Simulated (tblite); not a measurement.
C5H11F3N2.
Numbering: `[CH3:1][C@H:2]([NH:3][CH2:4][CH2:5][NH2:6])[C:7]([F:8])([F:9])[F:10]` (hydrogens: H11, H12, H13 on C1; H14 on C2; H15 on N3; H16, H17 on C4; H18, H19 on C5; H20, H21 on N6)

Computed geometry: GFN2-xTB, gas phase.

Task: Give the optimised bond lengths and angles.

Result: 
```
                  bond  length (Å)   order
                 C1–C2       1.530  single
                 C2–N3       1.438  single
                 N3–C4       1.452  single
                 C4–C5       1.527  single
                 C5–N6       1.455  single
                 C2–C7       1.544  single
  C7–F8, C7–F9, C7–F10       1.344  single
C1–H11, C1–H12, C1–H13       1.086  single
                C2–H14       1.097  single
                N3–H15       1.016  single
                C4–H16       1.100  single
                C4–H17       1.095  single
                C5–H18       1.102  single
                C5–H19       1.092  single
        N6–H20, N6–H21       1.014  single
```

Bonds in one row agree within 0.01 Å and their mean is given. Orders are formal, as drawn. A selection of angles:
```
    angle  degrees
 C1–C2–N3    109.6
 C1–C2–C7    108.0
 N3–C2–C7    113.6
 C2–N3–C4    117.5
 N3–C4–C5    108.3
 C4–C5–N6    108.9
 C2–C7–F8    111.9
 C2–C7–F9    113.4
 F8–C7–F9    106.2
F8–C7–F10    106.6
H15–N3–C2    111.6
H15–N3–C4    108.7
H20–N6–C5    110.3
H21–N6–C5    110.8
```

Torsions: C1–C2–N3–C4 162° (antiperiplanar); C2–N3–C4–C5 169° (antiperiplanar); N3–C4–C5–N6 -62° (synclinal); C1–C2–C7–F8 67° (synclinal).

N6 (primary amine nitrogen) is pyramidal (angles 110.8°, 110.3° and 107.9°, sum 329.0°, 0.37 Å off the plane of its three neighbours). Of the pairs four or more bonds apart, those above aside, F9···H16 is among the closest relative to their van der Waals radii: 2.37 Å, 89 % of the sum of Bondi's values. N3 (secondary amine nitrogen) is pyramidal (angles 117.5°, 111.6° and 108.7°, sum 337.9°, 0.35 Å off the plane of its three neighbours). All 3 C–F bonds measure 1.342 to 1.345 Å. H15 on N3 lies 2.33 Å from N6, 4 bonds away (angle at H 109°; Bondi radii sum to 2.75 Å).

Point group: C1 (no symmetry element, even within 0.4 Å). Its GFN2-xTB frequencies are all real (lowest 20 cm⁻¹). The numbers are those of one conformer (C1–C2–N3–C4 162°, C2–N3–C4–C5 169°, N3–C4–C5–N6 -62°, C4–C5–N6–H -65° and 176°). 3 starts were optimised and ended at 0.00, 1.96 and 2.11 kcal/mol (GFN2-xTB); the lowest of these is shown.
